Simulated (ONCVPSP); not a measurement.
# Potentials for Ba (Z = 56) compared

Generated with ld1.x 7.5 (TM, RRKJ, ultrasoft, PAW), atompaw 4.2 or ONCVPSP 4.0.1. The cutoff is in Ry: for ld1.x and atompaw files where the sum of valence levels is converged to 10 mRy in a Bessel basis, for ONCV files where the hardest occupied wave has 1 mHa per electron of residual kinetic energy. The error is the largest all-electron minus pseudo excitation energy over each file’s own four to seven test configurations (ionisations up to +4, promotions, holes and added fractions of an electron), all of which were solved. The labels leave out finer settings (local radius, basis sizes, second energies), which also bear on the numbers. Spin-polarised tests are not counted. The rows are a selection from randomly drawn settings: files with unsolved tests, undetermined cutoffs or missed reference levels are left out.

| potential | cutoff (Ry) | largest error (meV) | bound ghosts |
| --- | --- | --- | --- |
| ONCV, PBE, scalar-relativistic, rc 3.00/2.30/2.90 (spd), local smoothed, core correction yes, reference 5s2 5p6 6s2, qcut 4.4/4.9/3.3, projectors 2/1/2 | 18 | -233 | none |
| ONCV, PBE, scalar-relativistic, rc 3.05/2.70/3.20 (spd), local smoothed, core correction yes, reference 5s2 5p6 6s2, qcut 3.6/6.3/2.8, projectors 2/2/2 | 19 | -384 | none |
| ONCV, PBEsol, scalar-relativistic, rc 2.95/2.05/2.30 (spd), local smoothed, core correction yes, reference 5s2 5p6 6s2, qcut 4/3.6/4.3, projectors 2/2/2 | 25 | -16 | none |
| ONCV, LDA (Perdew-Zunger), scalar-relativistic, rc 2.25/2.65/2.35 (spd), local smoothed, core correction yes, reference 5s2 5p6 6s1.5, qcut 5.7/4.7/3.7, projectors 2/1/2 | 22 | +33 | none |
| ONCV, revPBE, fully relativistic, rc 2.75/3.15/2.65 (spd), local smoothed, core correction yes, reference 5s2 5p6 6s1 6p1, qcut 4.8/4.2/4.2, projectors 2/2/2 | 16 | -34 | none |

Task: Fill in the row for Ba: ONCV, PBE, scalar-relativistic, rc 2.65/2.50/2.70 (spd), local smoothed, core correction yes, reference 5s2 5p6 6s2, qcut 3.4/7/3.1, projectors 2/2/1.

Result: cutoff 22 Ry, largest error -6.8 meV, bound ghosts: none.

Task: Fill in the row for Ba: ONCV, LDA (Perdew-Zunger), scalar-relativistic, rc 2.30/3.20/3.15 (spd), local smoothed, core correction yes, reference 5s2 5p6 5d0.5 6s1.5, qcut 6/4/2.6, projectors 3/2/1.

Result: cutoff 22 Ry, largest error +2.4 meV, bound ghosts: none.
